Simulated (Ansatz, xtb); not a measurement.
## FHOSn: where a starting geometry ends

The starting geometry of this gas-phase singlet has its atoms placed at random.

```yaml
atoms:
  - { symbol: F, position_ang: [-0.1069, 1.5494, -0.5515] }
  - { symbol: O, position_ang: [-0.1918, 0.4904, -1.6819] }
  - { symbol: Sn, position_ang: [0.0127, -1.3914, -0.1449] }
  - { symbol: H, position_ang: [-0.6815, -0.2581, 0.6020] }
```

Question: Guess where an optimisation with r2SCAN-D4/def2-SVP ends from this start.

Answer: It ends as a structure given below by its coordinates. Distances that change by over a tenth: Sn3–H4 (1.52 → 1.78 Å). Contacts that close: O2–Sn3 (2.44 → 2.05 Å).

The energy falls by 1.51 eV over 7 steps:

```csv
step,E − E(last) (eV)
1,1.514
2,0.365
3,0.089
4,0.007
5,0.001
6,0.000
7,0.000
```

Final geometry (Å):

```csv
atom,x (Å),y (Å),z (Å)
F,-0.2462,1.6318,-0.8421
O,0.0773,0.4224,-1.5506
Sn,-0.1332,-1.2684,-0.4190
H,-0.6654,-0.3953,1.0355
```

From the same start GFN2-xTB reaches the same bonding as this run.

From so rough a start the end depends on the optimiser's path, so another program may land elsewhere. No frequencies were run, so the end isn't proven a minimum. Atoms past krypton carry core potentials, without spin–orbit terms. Run with Ansatz 0.2.0, 6 s on 1 thread of Intel(R) Xeon(R) 6975P-C (Granite Rapids), on a shared host.
